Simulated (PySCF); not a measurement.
## BrPbN, singlet: computed properties

These are results of PBE0/[Pb def2-TZVP with ECP60, N def2-TZVP, Br def2-TZVP], scalar-relativistic core potentials, density fitting, no spin–orbit coupling, PySCF, not measurements.

The structure is a minimum.

Coordinates in bohr (charge 0 multiplicity 1):
```
Pb    0.0000    0.0000   -1.0894
N     0.0000    0.0000   -4.6454
Br    0.0000    0.0000    3.6953
```

| Item | Value |
| --- | --- |
| Point group | C∞v |
| Bond lengths | Pb–Br 2.532 Å, Pb–N 1.882 Å |
| Bond angles | Br–Pb–N 180.0° |
| Entropy at 298.15 K and 1 bar | 302.2 J/(mol K) |
| Rotational symmetry number | 1 |
| Lowest empty level | -3.61 eV |
| Heat capacity Cp at 298.15 K | 55.9 J/(mol K) |
| Dipole moment | 2.58 D |
| Highest occupied level | -7.23 eV |
| Rotational constants | 0.03701 cm⁻¹ |
| Atomisation energy without zero-point energy | 373 kJ/mol |
| Zero-point energy | 6.9 kJ/mol |
| Principal quadrupole moments (Buckingham, traceless) about the centre of mass | -12.58, 6.29, 6.29 D Å |
| Enthalpy at 298.15 K above 0 K | 14.36 kJ/mol |
| Principal polarisabilities | 46.0, 46.0, 117.0 bohr³ |

Harmonic modes (masses in u: Pb 207.977, N 14.003, Br 78.918):
```csv
symmetry,ω (cm⁻¹),"IR (km/mol, summed over degenerate members)",μ (u),type
π,78,22.7,17.69,bend
σ+,223,18.6,81.50,stretch
σ+,782,10.1,15.00,stretch
```

In C∞v the vibrations span π + 2σ+.

Charges (e):
```tsv
atom	Mulliken	Löwdin	polar tensor	Mayer order to Pb1
Pb1	0.80	0.38	0.77	–
N2	-0.54	-0.42	-0.36	2.36
Br3	-0.26	0.04	-0.41	0.88
```

Mulliken populations on Pb1 (electrons outside its core potential): s 3.54, p 7.53, d 10.06, f 0.08.

Counting electrons, lead keeps none of its valence electrons outside its bonds, so the VSEPR class is AX2 and the expected shape is linear; with unlike ligands the computed point group is C∞v.

Other isomers or separated fragments may lie lower. No spin–orbit coupling is included, which matters more the heavier the element.

The final relaxation and frequency run took about 90 core-seconds on a shared host.
